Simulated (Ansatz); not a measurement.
Born–Oppenheimer molecular dynamics of a periodic cell of 30 atoms, H$_{20}$CO$_{9}$ (contents 8 H2O + 1 CH3OH, density as packed 0.95 g/cm³ with natural masses). It starts from a partly relaxed structure (largest force component 0.59 eV/Å).

Method: DFT r2SCAN, scalar-relativistic, plane waves, PAW in Ansatz 0.2.0. Settings: accuracy low, cutoff 500 eV, k mesh 1x1x1, fermi-dirac smearing 0.02 eV, no spin polarisation.

| Quantity | Value |
| --- | --- |
| ensemble | NVT, Langevin thermostat |
| time step | 0.5 fs |
| steps asked | 30 |
| set temperature | 700 K |
| friction | 0.02 /fs |
| masses | H 2.014 u |
| seed | 101257 |

First frame:

```xyz
30
Lattice="6.7460 0.0000 0.0000 0.0000 6.7460 0.0000 0.0000 0.0000 6.7460" Properties=species:S:1:pos:R:3
O 0.476 0.884 3.509
H -0.253 1.258 2.990
H 1.079 1.617 3.727
O 5.337 5.921 0.003
H 5.993 5.648 -0.682
H 4.824 5.099 0.150
O 1.601 4.031 1.869
H 1.230 4.922 1.889
H 0.852 3.473 1.560
O 3.796 3.618 0.235
H 3.451 3.384 -0.646
H 3.003 3.754 0.798
O 2.616 2.655 4.455
H 2.905 2.980 3.594
H 3.046 1.778 4.574
O 6.265 2.431 1.042
H 5.363 2.755 0.860
H 6.406 1.723 0.403
O 0.074 5.209 4.618
H 0.291 6.056 4.173
H 0.844 4.640 4.518
O 4.407 0.629 2.452
H 3.891 -0.022 2.968
H 4.769 0.130 1.702
C 2.316 0.251 6.366
O 3.236 0.176 5.274
H 1.319 0.373 5.950
H 4.091 -0.109 5.663
H 2.339 -0.677 6.944
H 2.556 1.092 7.024
```

(1) What does the run give?

(2) What happens to the structure?

(3) How do temperature and energy run in time?

Answers

(1) The run went to its last step.

- steps done: 30
- time covered: 15 fs
- mean temperature over the second half: 471 K
- spread of the potential energy over the second half: 5.3 meV per atom
- mean potential energy of the second half above the start: 35.2 meV per atom

The mean temperature of the second half is 33 % below the set value. A run of 0.015 ps of so small a system gives no equilibrium averages. Limits of this set-up: coarse k mesh, low accuracy level.

(2) Mean squared displacements from the first frame to the last, about the centre of mass: O 0.02 Å², H 0.06 Å², C 0.03 Å². This is one draw of velocities; another would differ in detail.

(3) 
```json
{"time (fs)": "0.0", "T (K)": "677", "potential energy less start (eV)": "0.000"}
{"time (fs)": "0.5", "T (K)": "683", "potential energy less start (eV)": "0.037"}
{"time (fs)": "1.0", "T (K)": "650", "potential energy less start (eV)": "0.142"}
{"time (fs)": "1.5", "T (K)": "606", "potential energy less start (eV)": "0.288"}
{"time (fs)": "2.0", "T (K)": "579", "potential energy less start (eV)": "0.448"}
{"time (fs)": "2.5", "T (K)": "541", "potential energy less start (eV)": "0.593"}
{"time (fs)": "3.0", "T (K)": "513", "potential energy less start (eV)": "0.704"}
{"time (fs)": "3.5", "T (K)": "502", "potential energy less start (eV)": "0.784"}
{"time (fs)": "4.0", "T (K)": "481", "potential energy less start (eV)": "0.824"}
{"time (fs)": "4.5", "T (K)": "470", "potential energy less start (eV)": "0.817"}
{"time (fs)": "5.0", "T (K)": "478", "potential energy less start (eV)": "0.771"}
{"time (fs)": "5.5", "T (K)": "529", "potential energy less start (eV)": "0.706"}
{"time (fs)": "6.0", "T (K)": "547", "potential energy less start (eV)": "0.645"}
{"time (fs)": "6.5", "T (K)": "595", "potential energy less start (eV)": "0.605"}
{"time (fs)": "7.0", "T (K)": "578", "potential energy less start (eV)": "0.610"}
{"time (fs)": "7.5", "T (K)": "551", "potential energy less start (eV)": "0.670"}
{"time (fs)": "8.0", "T (K)": "540", "potential energy less start (eV)": "0.782"}
{"time (fs)": "8.5", "T (K)": "479", "potential energy less start (eV)": "0.930"}
{"time (fs)": "9.0", "T (K)": "460", "potential energy less start (eV)": "1.086"}
{"time (fs)": "9.5", "T (K)": "425", "potential energy less start (eV)": "1.212"}
{"time (fs)": "10.0", "T (K)": "399", "potential energy less start (eV)": "1.272"}
{"time (fs)": "10.5", "T (K)": "395", "potential energy less start (eV)": "1.256"}
{"time (fs)": "11.0", "T (K)": "412", "potential energy less start (eV)": "1.185"}
{"time (fs)": "11.5", "T (K)": "448", "potential energy less start (eV)": "1.103"}
{"time (fs)": "12.0", "T (K)": "475", "potential energy less start (eV)": "1.036"}
{"time (fs)": "12.5", "T (K)": "489", "potential energy less start (eV)": "0.994"}
{"time (fs)": "13.0", "T (K)": "490", "potential energy less start (eV)": "0.984"}
{"time (fs)": "13.5", "T (K)": "517", "potential energy less start (eV)": "1.008"}
{"time (fs)": "14.0", "T (K)": "519", "potential energy less start (eV)": "1.063"}
{"time (fs)": "14.5", "T (K)": "482", "potential energy less start (eV)": "1.132"}
{"time (fs)": "15.0", "T (K)": "461", "potential energy less start (eV)": "1.192"}
```

The run took 7.2 min on 1 thread of Arm Neoverse V1, on a shared host, peak memory 0.6 GiB.
